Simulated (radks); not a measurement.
The numbers below are computed, except where a source is named.
The strontium ion Sr+ inside a hard spherical wall (all orbitals vanish at R), configuration held at [Kr] 5s1 and not refilled when levels cross. Code: a radial shooting solver on a logarithmic mesh with Libxc functionals. Model: scalar-relativistic Kohn-Sham, PBE, spin-unpolarised, spherical densities, finite nucleus; Fermi nuclear charge, rms radius 4.224 fm. Eigenvalues in eV, with the zero of energy where the potential of the charges vanishes at infinity; a dash marks a level that is unbound or too diffuse for the functional's potential to be trusted. A positive occupied level is held by the wall or, in an anion where self-interaction has pushed it up, behind a barrier. The pressure on the wall is -dE/dV.

R (bohr) = free: E (hartree) -3179.24499; kinetic (hartree) 3260.213; e(3d) -134.42; e(4s) -47.231; e(4p) -29.114; e(5s) -8.348; e(4d, empty) -6.790; e(5p, empty) -5.423; pressure (GPa) 0
R (bohr) = 15: E (hartree) -3179.24499; kinetic (hartree) 3260.213; e(3d) -134.42; e(4s) -47.231; e(4p) -29.114; e(5s) -8.348; e(4d, empty) -6.790; e(5p, empty) -5.422; pressure (GPa) < 0.0001
R (bohr) = 12: E (hartree) -3179.24495; kinetic (hartree) 3260.213; e(3d) -134.42; e(4s) -47.227; e(4p) -29.110; e(5s) -8.345; e(4d, empty) -6.787; e(5p, empty) -5.406; pressure (GPa) 0.000821
R (bohr) = 10: E (hartree) -3179.24450; kinetic (hartree) 3260.218; e(3d) -134.39; e(4s) -47.197; e(4p) -29.081; e(5s) -8.317; e(4d, empty) -6.759; e(5p, empty) -5.313; pressure (GPa) 0.0142
R (bohr) = 8: E (hartree) -3179.23982; kinetic (hartree) 3260.253; e(3d) -134.19; e(4s) -47.015; e(4p) -28.905; e(5s) -8.096; e(4d, empty) -6.585; e(5p, empty) -4.801; pressure (GPa) 0.212
R (bohr) = 7: E (hartree) -3179.22951; kinetic (hartree) 3260.313; e(3d) -133.92; e(4s) -46.761; e(4p) -28.659; e(5s) -7.688; e(4d, empty) -6.316; e(5p, empty) -4.014; pressure (GPa) 0.796
R (bohr) = 6: E (hartree) -3179.20017; kinetic (hartree) 3260.451; e(3d) -133.40; e(4s) -46.288; e(4p) -28.208; e(5s) -6.659; e(4d, empty) -5.744; e(5p, empty) -2.260; pressure (GPa) 3.08
R (bohr) = 4: E (hartree) -3178.81947; kinetic (hartree) 3261.978; e(3d) -129.82; e(4s) -43.400; e(4p) -25.402; e(5s) 3.941; e(4d, empty) -1.207; e(5p, empty) 12.553; pressure (GPa) 80.0
R (bohr) = 3: E (hartree) -3177.41827; kinetic (hartree) 3267.494; e(3d) -120.69; e(4s) -36.700; e(4p) -18.134; e(5s) 32.366; e(4d, empty) 9.961; e(5p, empty) 46.503; pressure (GPa) 787
R (bohr) = 2.5: E (hartree) -3174.81105; kinetic (hartree) 3276.862; e(3d) -108.67; e(4s) -26.966; e(4p) -6.900; e(5s) 72.817; e(4d, empty) 25.681; e(5p, empty) 91.235; pressure (GPa) 3150
R (bohr) = 1.5: E (hartree) -3138.79809; kinetic (hartree) 3381.352; e(3d) -34.068; e(4s) 80.254; e(4p) 112.97; e(5s) 428.00; e(4d, empty) 165.45; e(5p, empty) 454.59; pressure (GPa) 111000
